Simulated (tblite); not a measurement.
Cl$_{2}$Sn, triplet, at a GFN2-xTB geometry (such geometries of metal compounds can be far from the true shape) (the spin is typed, not shown lowest); GFN1-xTB (tblite).

The tblite input:
```
$ tblite run mol.xyz --method gfn1 --charge 0 --spin 2 --guess eeq --json tblite.json --no-restart

# file mol.xyz
3

Sn     0.00993257    -0.00944619     0.58952790
Cl     1.24741626     1.57493270    -0.86320274
Cl    -1.27662969    -1.54714980    -0.87070284
```

It wrote (shortened):

```
xTB calculator
 | screened Coulomb repulsion
 | Coulomb electrostatics
 |  * isotropic Klopman-Ohno-Mataga-Nishimoto electrostatics
 |  * onsite third-order electrostatics
 | DFT-D3(BJ) dispersion correction

halogen bonding energy    0.0000000000000E+00 Eh
repulsion energy          2.2564727622992E-03 Eh
dispersion energy        -1.1486020039315E-03 Eh
number of electrons       1.8000000000000E+01 e
integral cutoff           2.8182813135037E+01 bohr

------------------------------------------------------------
  cycle        total energy    energy error   density error
------------------------------------------------------------
      1     -10.89815924210  -1.0899267E+01   1.7404189E-01
      2     -10.93005209112  -3.1892849E-02   8.7692892E-02
      3     -10.93016159707  -1.0950595E-04   6.2902247E-02
      4     -10.93017107768  -9.4806084E-06   1.4987159E-03
      5     -10.93017190626  -8.2858372E-07   1.0248078E-04
      6     -10.93017190416   2.0954278E-09   1.0164989E-04
      7     -10.93017190832  -4.1579948E-09   8.6012062E-07
------------------------------------------------------------

electronic energy        -1.0931279779080E+01 Eh
total energy             -1.0930171908322E+01 Eh

Post processing:
 | Mayer-Wiberg bond orders

[Info] JSON dump of results written to 'tblite.json'
```
